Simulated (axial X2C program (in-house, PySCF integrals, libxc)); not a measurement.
TiB⁺: bond constants with and without spin–orbit coupling

All values were computed with an in-house all-electron X2C program for linear molecules (integrals from PySCF). Spin-free means the one-electron spin-free X2C Hamiltonian; two-component (2c) means X2C with spin–orbit coupling and atomic mean-field two-electron Coulomb and Gaunt terms, so the difference of the two also holds small scalar two-electron terms. Basis: Ti dyall-cv3z [10s10p6d4f2g], B dyall-v3z [7s6p2d1f] (cores contracted in-house); Gaussian nuclei, density fitting, unrestricted open shells. Masses: Ti 47.948 u, B 11.009 u.

State, spin-free: M_S = 2, Λ = 2 (beyond evenly filled blocks: σα, π+α, π-α, δ+α); electrons by block: σα: 8, σβ: 7, π+α: 3, π+β: 2, π-α: 3, π-β: 2, δ+α: 1. Fragments: Ti+ + B.

State, 2c: Ω = 4 (⟨Sz⟩ = 2.00, ⟨Lz⟩ = 2.00 at PBE0); electrons by block: 1/2: 10, -1/2: 10, 3/2: 3, -3/2: 2, 5/2: 1. Fragments: Ti+ + B.

| Hamiltonian | level | Re (Å) | ωe (cm⁻¹) | Be (cm⁻¹) | De (eV) | k (mdyn/Å) | μ (D) |
| --- | --- | --- | --- | --- | --- | --- | --- |
| spin-free | PBE0 | 2.075 | 495.5 | 0.4373 | 2.50 | 1.3 | -3.16 |
| spin-free | HF | 2.253 | 511.1 | 0.371 | 0.513 | 1.38 | -5.05 |
| spin-free | MP2 | 2.082 | 504.4 | 0.4344 | 1.59 | 1.34 | n/a |
| spin-free | CCSD | 2.100 | 522.6 | 0.4271 | 1.60 | 1.44 | n/a |
| spin-free | CCSD(T) | 2.071 | 523.7 | 0.439 | 1.81 | 1.45 | n/a |
| spin-free | PW91 | 2.057 | 547.3 | 0.4452 | 3.13 | 1.58 | -2.92 |
| 2c | PBE0 | 2.075 | 494.9 | 0.4373 | n/a | 1.29 | -3.16 |
| 2c | HF | 2.252 | 511.7 | 0.3713 | n/a | 1.38 | -5.03 |
| 2c | MP2 | 2.081 | 504.2 | 0.4348 | n/a | 1.34 | n/a |
| 2c | CCSD | 2.099 | 522.3 | 0.4273 | n/a | 1.44 | n/a |
| 2c | CCSD(T) | 2.071 | 523.2 | 0.4391 | 1.79 | 1.44 | n/a |
| 2c | PW91 | 2.056 | 547.2 | 0.4452 | n/a | 1.58 | -2.92 |

Correlated methods: 14 electrons correlated (number of frozen shells: Ti 2 s, 1 p; B 1 s), 260 virtual spin orbitals or spinors in MP2, 90 natural virtuals in coupled cluster.

Dipoles are positive if B is the positive end and refer to the centre of mass.

Occupations by symmetry block were frozen at the best pattern of an incomplete PBE0 search. Dissociation energies refer to the lowest single-determinant-based atoms at the same level and basis. De is not given where an atomic determinant may have missed its ground term or J level, or where the truncated virtual space spoils (T). Density functionals use the spin component along the axis (collinear). Coupled cluster ran in a truncated set of natural virtual spinors; the MP2 energy of the rest was added. (T) has no such correction and the atoms are truncated less, which lowers De at CCSD(T) by a hundredth of an eV or more. A 2c atom that is not at its ground J level misses part of its spin–orbit lowering, and De is too large by that part (0.04 eV or less for light atoms). This holds for CCSD(T). Other states lie close and PBE0, whose exact exchange favours high spin, may order them wrongly; the determinant shown need not be the ground state. The nearest other spin-free determinant of the search, M_S = 2, Λ = 0, lies 0.47 eV up at the distance of the search. Without a current term, density functionals place determinants with orbital angular momentum somewhat too high. With several unpaired electrons one determinant need not be a pure state. Open-shell Ω = 0 determinants with evenly filled partner blocks cannot be reached by this program, so the Ω shown need not be the lowest component. At some level and bond length an empty orbital lies below a filled one. Some points did not converge and are left out. The T1 diagnostic is large, a sign of multireference character. The stretched end of a curve changes character and is left out.

Rough cost a point (2c) on 1 thread(s) of a shared host, integrals apart: PBE0 0.26 s, HF 0.22 s, CCSD(T) 6 s, PW91 0.19 s.

The whole task took 2.4 min on 1 thread of AMD EPYC 9R45 96-Core Processor (Zen 5), on a shared host.
